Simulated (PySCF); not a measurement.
**Whose spectrum? (AB cage)**

All values: TDDFT PBE0/6-31G*, gas phase, PySCF SCF with an in-house response code, fitting set def2-universal-JFIT up to Ne and JKFIT beyond, grid level 1 (kernel 0), vertical, one conformer each, geometries GFN1-xTB; core orbitals frozen in the response, virtual orbitals above 1.5 Eh left out. The lowest 6 singlets were sought, and the brightest is taken among them. The runs took 7 to 50 CPU minutes each on shared server CPUs.

One system has its HOMO at -6.86 eV, its LUMO at -1.95 eV and these singlet states:

```tsv
state	eV	f
S1	4.06	0.007
S2	4.07	0.017
S3	4.08	0.017
S4	4.35	0.000
S5	4.39	0.000
S6	4.43	0.015
```

Problem. Which is it?
A. (MgS)11 cage of four- and six-membered rings (Mg11S11)
B. (MgS)16 cage of four- and six-membered rings (Mg16S16)
C. (MgS)9 cage of four- and six-membered rings (Mg9S9)
D. (MgS)15 cage of four- and six-membered rings (Mg15S15)
E. (MgS)8 cage of four- and six-membered rings (Mg8S8)

Solution. E.

Problem. How do the candidates compare?

Solution. 
```json
{"system": "(MgS)11 cage of four- and six-membered rings", "HOMO / eV": "-6.82", "LUMO / eV": "-1.88", "S1 / eV": "4.17", "f(S1)": "0.001", "brightest state sought / eV": "4.40"}
{"system": "(MgS)15 cage of four- and six-membered rings", "HOMO / eV": "-6.80", "LUMO / eV": "-1.88", "S1 / eV": "4.21", "f(S1)": "0.001", "brightest state sought / eV": "4.26"}
{"system": "(MgS)16 cage of four- and six-membered rings", "HOMO / eV": "-6.98", "LUMO / eV": "-1.88", "S1 / eV": "4.33", "f(S1)": "0.012", "brightest state sought / eV": "4.35"}
{"system": "(MgS)8 cage of four- and six-membered rings", "HOMO / eV": "-6.86", "LUMO / eV": "-1.95", "S1 / eV": "4.06", "f(S1)": "0.007", "brightest state sought / eV": "4.07"}
{"system": "(MgS)9 cage of four- and six-membered rings", "HOMO / eV": "-6.96", "LUMO / eV": "-1.92", "S1 / eV": "4.20", "f(S1)": "0.000", "brightest state sought / eV": "4.24"}
```
